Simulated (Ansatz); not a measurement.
`[CH3][SnH2][O][AlH2]`, charge 0, multiplicity 1.

Problem. Give a relaxed structure at PBE0-D4/def2-TZVP (the Gaussian-basis code of Ansatz). (Best estimate.)

Solution. Computed: 
```xyz
11

C    -0.024   -1.828   -0.142
Sn   -1.313   -0.150    0.124
O    -0.179    1.441    0.222
Al    1.346    2.115    0.042
H    -0.608   -2.746   -0.231
H     0.569   -1.693   -1.046
H     0.646   -1.915    0.713
H    -2.168   -0.187    1.603
H    -2.355    0.111   -1.207
H     2.558    1.191   -0.407
H     1.529    3.661    0.329
```
This is one stationary point; other conformers may exist.
